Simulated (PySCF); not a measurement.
# One molecule, several mistakes: AlBClH3N

All numbers below are calculated, not measured. They come from PySCF 2.14.0, an open-source quantum chemistry program, on an isolated molecule that a program drew, which may never have been made. The molecule is AlBClH3N (charge 0, doublet), drawn as the SMILES string `N[BH][Al][Cl]`.

Each row is a Hartree-Fock (HF) and frozen-core CCSD(T) single point in the cc-pV(D+d)Z basis, meant for a local HF minimum. Run 1 is clean. Each other run has one planted mistake out of seven kinds, and not every kind appears here: one electron removed, one electron added, multiplicity raised by two, geometry at a saddle point, minimal basis STO-3G, one bond length entered in bohr, all coordinates scaled. The reference is restricted for singlets and unrestricted otherwise, and also for a bond in bohr. Adding or removing an electron swaps singlet and doublet. Electrons count all cores. HOMO and LUMO are orbital energies over both spins, the gradient is its largest component, and the lowest frequency (negative if imaginary) is given only where the gradient is small. Bond lengths are over the 6 bonds as drawn. T1 is the CCSD diagnostic: over 0.02 (restricted) or 0.045 (unrestricted) a single reference is doubtful.

Geometry of the clean run:
```xyz
7
AlBClH3N, angstrom
N    -0.2931   -2.5510   -0.0082
B     0.1781   -1.8478    1.0891
Al    0.3213    0.3316    0.9219
Cl   -0.3271    1.0486   -1.0163
H    -0.3902   -3.5472   -0.0174
H    -0.5688   -2.1160   -0.8655
H     0.4841   -2.4661    2.0753
```

| run | electrons | basis functions | <S^2> | HOMO (eV) | LUMO (eV) | gradient (hartree/bohr) | lowest frequency (cm^-1) | mean bond (Å) | longest bond (Å) | T1 | HF (hartree) | CCSD(T) (hartree) | mistake |
|---|---|---|---|---|---|---|---|---|---|---|---|---|---|
| 1 | 45 | 89 | 0.762 | -7.89 | 0.75 | 7.2e-06 | 76 | 1.4911 | 2.191 | 0.0169 | -782.38713 | -782.87559 | no fault |
| 2 | 44 | 89 | 0.000 | -16.28 | -6.36 | 5.1e-02 | - | 1.4911 | 2.191 | 0.0197 | -782.12434 | -782.61722 | one electron removed |
| 3 | 46 | 89 | 0.000 | -0.26 | 6.18 | 5.1e-02 | - | 1.4911 | 2.191 | 0.0154 | -782.36777 | -782.88556 | one electron added |
| 4 | 45 | 89 | 3.754 | -6.53 | -1.24 | 5.1e-02 | - | 1.4911 | 2.191 | 0.0205 | -782.27666 | -782.74475 | multiplicity raised by two |
| 5 | 45 | 89 | 0.777 | -8.54 | 1.12 | 1.6e-02 | - | 1.8160 | 4.139 | 0.0179 | -782.34883 | -782.83153 | ? |

**Which mistake was planted in run 5, and what did it cost?**

The mean bond changes by a factor of 1.218 and the longest by 1.889, so the molecule wasn't scaled as a whole. A length L in bohr read as angstrom grows by (1/0.5292 - 1) L = 0.890 L. The 6 bonds together grew by 6 x 0.3249 = 1.949 Å, which gives L = 2.191 Å. That is bond B2-Al3, 2.191 Å in the clean geometry. So the mistake is: one bond length entered in bohr. Subtracting run 1 and multiplying by 627.51 kcal/mol a hartree, the energy moved by 24.0 kcal/mol in HF and 27.6 kcal/mol in CCSD(T).

